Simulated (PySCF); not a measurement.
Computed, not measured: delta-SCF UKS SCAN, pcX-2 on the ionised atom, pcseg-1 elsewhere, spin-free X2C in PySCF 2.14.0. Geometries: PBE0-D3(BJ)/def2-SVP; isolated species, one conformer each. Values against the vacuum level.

Problem. Rank by computed C 1s binding energy, lowest first.
A. C1 in `[CH2:1]=[CH:2][Si@@H:3]([OH:4])[PH2:5]`
B. C2 in `[CH3:1]/[CH:2]=[CH:3]\[CH:4]=[CH:5]\[CH3:6]`
C. C4 in `[BH3-:1][CH2:2][CH:3]=[CH2:4]`
D. C2 in `[CH2:1]=[CH:2]/[C:3]([CH3:4])=[CH:5]/[CH3:6]`
E. C1 in `[CH2-:1][C:2]#[N:3]`

Solution. E (283.58 eV), C (285.27 eV), B (289.72 eV), D (290.27 eV), A (290.66 eV).

From the lowest up, the atoms are bonded to: C and 2 H in a species of charge -1 (283.58); C (double bond) and 2 H in a species of charge -1 (285.27); C (double bond), C and H (289.72); C (double bond), C and H (290.27); C (double bond) and 2 H (290.66).

1 of these hole states is spin-contaminated (⟨S²⟩ 0.91, against 0.75; counted from 0.85) and less certain. The basis sets have no added diffuse functions, a weakness for anions.
